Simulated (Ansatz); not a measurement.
Total energies of C₆H₄O₅, SMILES `CC(=O)OC1=CC(=O)OC1=O`.

Z-matrix (Å, degrees):
```
C
C 1 1.486
H 1 1.091 2 110.5
H 1 1.093 2 108.7 3 -117.9
H 1 1.087 2 109.5 3 122.3
O 2 1.188 1 128.4 3 -131.6
O 2 1.391 1 110.1 3 47.2
C 7 1.340 2 116.2 1 165.1
C 8 1.328 7 129.5 2 127.1
C 8 1.496 7 121.4 2 -60.0
C 9 1.472 8 106.9 7 176.2
H 9 1.079 8 129.9 7 -4.9
O 10 1.186 8 128.7 7 -0.0
O 10 1.365 8 106.9 7 -177.4
O 11 1.186 9 129.9 8 178.5
```

The species carries charge 0 and has multiplicity 1. Geometry: relaxed with PBE0-D4/def2-TZVP. It is one conformer, not always the lowest. Basis def2-TZVPP, Ansatz.

RPA on PBE orbitals: Hartree–Fock energy of these orbitals -603.97753 Eh, correlation -3.14686 Eh (frozen core).

| functional | kind | energy without D4 (Eh) | D4 term (kJ/mol) |
| --- | --- | --- | --- |
| r2SCAN0 | meta-GGA hybrid, 25 % | -607.02430 | -12.6 |
| HSE06 (plane-wave form) | screened hybrid | -606.73060 | -32.0 |

Task: Give the same for LDA (SPW92), PBE, revPBE, BLYP, r2SCAN, B97M-V, PBE0, B3LYP, r2SCANh, BHLYP, CAM-B3LYP, LC-ωPBE, ωB97X-V, ωB97M-V, B2PLYP, PBE-QIDH. (Best estimate.)

Result: The calculation gave: 
| functional | kind | energy without D4 (Eh) | D4 term (kJ/mol) |
| --- | --- | --- | --- |
| LDA (SPW92) | LDA | -602.69493 | – |
| PBE | GGA | -606.76480 | -40.7 |
| revPBE | GGA | -607.25111 | -132.2 |
| BLYP | GGA | -607.29995 | -89.4 |
| r2SCAN | meta-GGA | -607.12188 | -11.0 |
| B97M-V | meta-GGA with VV10 | -607.32823 | – |
| PBE0 | global hybrid, 25 % exact exchange | -606.75863 | -34.5 |
| B3LYP | global hybrid, 20 % | -607.42051 | -64.4 |
| r2SCANh | meta-GGA hybrid, 10 % | -607.08161 | -11.5 |
| BHLYP | global hybrid, 50 % | -607.09337 | -45.4 |
| CAM-B3LYP | range-separated hybrid | -607.18528 | -34.7 |
| LC-ωPBE | long-range corrected hybrid | -607.02862 | – |
| ωB97X-V | range-separated hybrid GGA with VV10 | -607.23466 | – |
| ωB97M-V | range-separated hybrid meta-GGA with VV10 | -607.25588 | – |
| B2PLYP | double hybrid | -606.99349 | – |
| PBE-QIDH | double hybrid | -606.65865 | – |

B3LYP takes the VWN-RPA correlation (the form of Gaussian; ORCA's B3LYP/G). HSE06 is the plane-wave form, built on full-range PBE exchange. The double hybrids freeze the cores in their second-order part.

LC-ωPBE has ω = 0.4 bohr⁻¹.
